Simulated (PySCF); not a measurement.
**Dipole response of F⁻ (fluorine, charge -1)**

[Ne], closed-shell 1S. Computed with PySCF 2.14 in dyall-av3z (15s9p3d2f, 71 functions), with the non-relativistic Hamiltonian (point nucleus). Coupled (time-dependent) response in atomic units; α is the mean over directions.

```csv
method,mean α (bohr³),C₆ (like pair),S(−4)
UHF,7.255,26.21,35.13
PBE0,9.372,34.75,74.77
MN15,9.189,33.73,72.27
```

S(−4) is the Cauchy moment in α(ω) = α(0) + S(−4) ω² + …

α(iu) at UHF:

```
u (hartree)  α(iu) (bohr³)
          0          7.255
     0.0500          7.169
      0.100          6.932
      0.200          6.209
      0.300          5.450
      0.500          4.267
      0.750          3.271
       1.00          2.565
       1.50          1.652
       2.00          1.130
       3.00         0.6161
       5.00         0.2646
```

A single London oscillator, α(iu) = α/(1 + u²/ω²), gives C₆ = (3/4) ω α². Matching the computed C₆ needs ω = 4 × 26.21 / (3 × 7.255²) = 0.664 hartree.

For an ion, C₆ is the dispersion term alone; charge-induced terms of lower order in 1/R come first.
